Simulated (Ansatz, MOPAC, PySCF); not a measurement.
Dissociation curve of GeAl (cation, charge +1), lowest triplet found (which spin is the ground state isn't settled by this scan).

- AM1, unrestricted, heats of formation (MOPAC)
- UHF/LANL2DZ = unrestricted Hartree-Fock/LANL2DZ, with its core potentials past Ne (PySCF)
- UHF/3-21G = unrestricted Hartree-Fock/3-21G in PySCF
- FCI = full CI/aug-cc-pVDZ, cores with 3d frozen (Ansatz, a quantum-chemistry and plane-wave program)

Energies relative to the lowest point of each curve between 2.51 and 3.53 Å, where full CI is lowest, in kcal/mol; the last columns give the difference from FCI:

```csv
R / Å,AM1,UHF/LANL2DZ,UHF/3-21G,FCI,AM1 − FCI,UHF/LANL2DZ − FCI,UHF/3-21G − FCI
2.51,1.8,13.3,12.9,6.5,-4.7,6.7,6.4
2.59,0.5,9.3,9.4,3.8,-3.3,5.5,5.6
2.71,0.0,5.1,5.6,1.3,-1.3,3.7,4.2
2.89,1.2,1.6,2.2,0.0,1.2,1.6,2.2
3.04,3.0,0.3,0.7,0.1,2.9,0.2,0.6
3.28,6.8,0.0,0.0,1.6,5.2,-1.6,-1.6
3.53,10.8,0.9,0.5,3.7,7.1,-2.8,-3.2
3.85,15.4,2.7,2.2,6.6,8.8,-3.9,-4.4
4.22,19.4,4.9,4.5,9.6,9.8,-4.7,-5.1
4.77,23.3,7.7,7.6,13.1,10.2,-5.4,-5.5
5.29,25.5,9.4,9.7,15.3,10.2,-5.9,-5.6
5.97,27.2,10.6,11.2,16.9,10.3,-6.3,-5.7
6.95,28.8,11.3,12.0,17.9,10.8,-6.7,-5.9
8.17,—,11.6,12.4,18.4,—,-6.9,-6.0
```

AM1 is furthest from FCI at 6.95 (10.8 kcal/mol, above); its mean absolute difference over the points is 6.6 kcal/mol.

UHF/LANL2DZ is furthest from FCI at 8.17 (-6.9 kcal/mol, below); its mean absolute difference over the points is 4.4 kcal/mol.

UHF/3-21G is furthest from FCI at 2.51 (6.4 kcal/mol, above); its mean absolute difference over the points is 4.4 kcal/mol.

Dashes: no converged value, or the column stops at the first point that the program doubted or that broke a chosen test of continuity, which isn't proof of a fault.

The scan ran from 1.72 to 8.17 Å; beyond the distances shown full CI changes its symmetry label.
